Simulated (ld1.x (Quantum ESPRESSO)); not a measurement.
Values are calculated unless marked as measured or tabulated.
# Potentials for sulfur (S) compared

Generated with ld1.x 7.5 (TM, RRKJ, ultrasoft, PAW), atompaw 4.2 or ONCVPSP 4.0.1. The cutoff is in Ry: for ld1.x and atompaw files where the sum of valence levels is converged to 10 mRy in a Bessel basis, for ONCV files where the hardest occupied wave has 1 mHa per electron of residual kinetic energy. The error is the largest all-electron minus pseudo excitation energy over each file’s own four to seven test configurations (ionisations up to +4, promotions, holes and added fractions of an electron), all of which were solved. The labels leave out finer settings (local radius, basis sizes, second energies), which also bear on the numbers. Spin-polarised tests are not counted. The rows are a selection from randomly drawn settings: files with unsolved tests, undetermined cutoffs or missed reference levels are left out.

```csv
potential,cutoff (Ry),largest error (meV),bound ghosts
"TM, LDA (PZ), scalar-relativistic, rc 1.25/1.20 (sp), local s, core correction yes, reference 3s2 3p4",70,+73,none
"TM, BP86, non-relativistic, rc 1.05/1.45 (sp), local smoothed, core correction no, reference 3s2 3p2",100,+153,none
"ultrasoft, LDA (PZ), scalar-relativistic, rc 1.25/1.20/1.00 (spd), local smoothed, core correction yes, reference 3s1.5 3p4.5",30,+27,none
"TM, PBEsol, non-relativistic, rc 1.05/1.60/1.65 (spd), local smoothed, core correction yes, reference 3s2 3p2",100,+131,none
"PAW, LDA (PZ), scalar-relativistic, rc 1.40/1.40/1.60 (spd), local smoothed, core correction yes, reference 3s2 3p3.5",18,-34,none
"PAW, PBE, scalar-relativistic, rc 1.60/1.90 (sp), local smoothed, core correction yes, reference 3s2 3p3.75",18,-8.0,none
"TM, PBEsol, non-relativistic, rc 1.45/1.40 (sp), local s, core correction yes, reference 3s2 3p2.5",40,+102,none
```

Q: Fill in the row for S: TM, BLYP, scalar-relativistic, rc 1.40/1.15/1.25 (spd), local s, core correction yes, reference 3s2 3p4.

A: cutoff 80 Ry, largest error +69 meV, bound ghosts: none.

Q: Fill in the row for S: TM, PBE, scalar-relativistic, rc 1.40/1.45 (sp), local smoothed, core correction yes, reference 3s2 3p3.75.

A: cutoff 35 Ry, largest error +173 meV, bound ghosts: none.
